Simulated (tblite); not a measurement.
Compound: C7H15P.
Structure used (GFN2-xTB), in Å, numbered top down from 1:
```
atom  x, y, z in Å
C1     3.3428   -0.9013   -0.1208
C2     2.1731   -0.8402   -0.7393
P3     1.2792    0.6940   -1.1043
C4    -0.2733    0.4724   -0.0356
C5     0.0875   -0.0213    1.3622
C6    -0.9170    1.8570    0.0456
C7    -1.1764   -0.5218   -0.7812
C8    -2.5539   -0.7384   -0.1632
H9     3.8760   -1.8301    0.0085
H10    3.8181   -0.0193    0.2785
H11    1.7306   -1.7354   -1.1625
H12    1.9701    1.4688   -0.1618
H13   -0.7932   -0.0304    2.0020
H14    0.5012   -1.0274    1.3252
H15    0.8272    0.6350    1.8190
H16   -1.2211    2.1954   -0.9436
H17   -0.2092    2.5796    0.4511
H18   -1.7901    1.8417    0.6944
H19   -0.6648   -1.4871   -0.8315
H20   -1.3051   -0.1635   -1.8077
H21   -3.1026   -1.4758   -0.7453
H22   -2.4729   -1.1073    0.8559
H23   -3.1309    0.1823   -0.1576
```

Calculated harmonic vibrations of the isolated species, GFN2-xTB (tblite), most abundant isotopes, no scaling. Against measured fundamentals such values can be off by several per cent, at times by over 20. Modes of hydrogen on phosphorus can be 10 to 20 % off. One conformer, not necessarily the lowest.

Harmonic wavenumbers (cm⁻¹): 44.3, 62.2, 81.6, 170.2, 188.3, 201.3, 238.9, 255.2, 282.6, 320.0, 328.7, 374.8, 390.9, 407.5, 555.6, 647.3, 705.2, 808.9, 816.8, 832.9, 862.4, 889.0, 957.6, 961.0, 998.9, 1008.7, 1022.9, 1047.7, 1056.5, 1086.0, 1153.1, 1207.0, 1237.5, 1247.4, 1291.2, 1343.3, 1399.6, 1401.9, 1410.7, 1416.5, 1480.9, 1484.8, 1490.3, 1497.6, 1502.6, 1510.6, 1516.3, 1648.1, 2238.5, 2941.1, 2959.5, 3004.0, 3008.5, 3014.7, 3018.9, 3019.5, 3025.2, 3026.0, 3030.6, 3043.9, 3048.4, 3078.4, 3101.9.

A = 2659, B = 1039, C = 966.4 MHz; mass 130.091 u (most abundant isotopes); point group C1, symmetry number 1.

Question: Zero-point energy?

Answer: Half the sum of the wavenumbers: 43701 cm⁻¹ = 522.79 kJ/mol.

Question: What is S at 500 K and 1 bar for an ideal gas of classical rigid rotors and harmonic oscillators?

Answer: Translation 180.32, rotation 128.53, vibration 239.94: S = 548.8 J/(mol K).

Question: And Cp and H(500 K) − H(0)?

Answer: Cp = 270.66 J/(mol K), of which vibrations give 237.40 (their classical limit is 63 R = 523.8); H(500 K) − H(0) = 78.20 kJ/mol without the zero-point energy, 61.57 from vibrations.

Question: What must be added to the electronic energy to get the Gibbs energy at 500 K and 1 bar?

Answer: ZPE + [H(500 K) − H(0)] − T·S = 522.79 + 78.20 − 274.39 = 326.60 kJ/mol.

Question: Which modes carry the vibrational entropy at 500 K?

Answer: 44.3 cm⁻¹: 25.45; 62.2 cm⁻¹: 22.63; 81.6 cm⁻¹: 20.38; 170.2 cm⁻¹: 14.33; 188.3 cm⁻¹: 13.51; 201.3 cm⁻¹: 12.97 J/(mol K); the other 57 give 130.67 together.

Hindered rotation and anharmonicity are outside this model. Other conformers, if any are populated, would add a mixing term that is left out. The structure is chiral; the term R ln 2 for an equal mix with its mirror image is left out.

Time: 1.0 s wall. Hardware: one thread of an Arm Neoverse V1, no GPU, shared host with 32 logical CPUs at a one-minute load of 17. The figure is for the frequency step alone.
